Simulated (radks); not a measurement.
Problem. Species: a nucleus of charge 42.5 with 42 electrons. Configuration: [Kr] 4d5 5s1. Calculated with a radial shooting solver on a logarithmic mesh with Libxc functionals: scalar-relativistic Kohn-Sham, PBE, spin-polarised, spherical densities, point nucleus; open shells are filled with parallel spins first (spin-orbit coupling, left out, can overturn this in heavy ions). Some entries of the table are withheld. Estimate them.

orbital  occ.  eigenvalue (eV)  <1/r> (bohr^-1)
1s up       1        -20344.64            44.13
1s down     1        -20344.64            44.13
2s up       1        -2890.588            9.944
2s down     1        -2890.033            9.945
2p up       3        -2585.828            9.662
2p down     3        -2585.413            9.663
3s up       1        -500.1258            3.423
3s down     1        -499.8259            3.422
3p up       3        -400.1971            3.256
3p down     3        -399.8589            3.256
3d up       5        -238.1184            3.025
3d down     5        -237.5971            3.025
4s up       1         -72.8905            1.255
4s down     1         -69.9009            1.267
4p up       3              (1)            1.111
4p down     3              (2)            1.124
4d up       5          -9.5284              (3)
5s up       1          -8.1241              (4)
4d down     0          -5.8720              (5)

Solution. 
(1) 4p up eigenvalue (eV): -46.1073
(2) 4p down eigenvalue (eV): -42.8022
(3) 4d up <1/r> (bohr^-1): 0.7529
(4) 5s up <1/r> (bohr^-1): 0.4019
(5) 4d down <1/r> (bohr^-1): 0.7500
